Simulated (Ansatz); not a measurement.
`[F][GeH2][AlH2]` + `O=CB[SiH3]` → `O=[CH][GeH2][AlH2]` + `FB[SiH3]` at 400 K and 1 bar (redistribution).

Isolated molecules relaxed with PBE0-D4/def2-TZVP in Ansatz; ΔE leaves out vibrations. CCSD(T)/CBS is the MP2 limit (def2-TZVPP, def2-QZVPP) plus CCSD(T) − MP2 in def2-TZVPP, frozen cores. For Ge outer-core shells are correlated without core-valence functions, which leaves a few kJ/mol of doubt a bond. Scalar relativity is left out up to krypton. One conformer a species, not always the lowest.

```
             species  CCSD(T)/CBS energy (Eh)  H − E (kJ/mol)  S (J/(mol·K))
   `[F][GeH2][AlH2]`              -2420.33314           109.8          357.9
        `O=CB[SiH3]`               -430.03905           173.7          358.8
`O=[CH][GeH2][AlH2]`              -2434.30864           157.3          407.8
          `FB[SiH3]`               -416.08982           126.4          321.1
```

H − E and S are ideal-gas, rigid-rotor, harmonic terms from PBE0-D4/def2-TZVP, for one conformer and one mirror image of each species. 1 Eh = 2625.50 kJ/mol, R = 8.31446 J/(mol·K).

Problem. By hand: ΔE, ΔH, ΔS and ΔG.

Solution. ΔE = (-2434.30864) + (-416.08982) − (-2420.33314) − (-430.03905) = -0.02627 Eh = -69.0 kJ/mol. Δ(H − E) = 157.3 + 126.4 − 109.8 − 173.7 = 0.2, so ΔH = -68.8 kJ/mol. ΔS = 407.8 + 321.1 − 357.9 − 358.8 = 12.2 J/(mol·K). ΔG = -68.8 − 400 × (12.2)/1000 = -73.7 kJ/mol.

Problem. By hand: the equilibrium constant, and the temperature at which ΔG would vanish if ΔH and ΔS stayed fixed.

Solution. log₁₀ K = −ΔG/(RT ln 10) = 9.6. ΔH and −TΔS have one sign here, so there is no such temperature.

The number of gas molecules stays the same, so ΔS is small and ΔH decides. A doubt of 5 kJ/mol in ΔE shifts log₁₀ K by 0.7 here. Other conformers and mirror images would add mixing entropy, several J/(mol·K) or more a flexible species. Modes under 60 cm⁻¹, often nearly free rotors, make the harmonic entropy too high. These are equilibria of isolated gas molecules and say nothing of rates. Largest T1 diagnostic: 0.021 (customary marks: 0.02 for closed shells, 0.045 for open ones).

ΔS is within the doubt of such terms, so its sign, and with it that verdict, could turn.
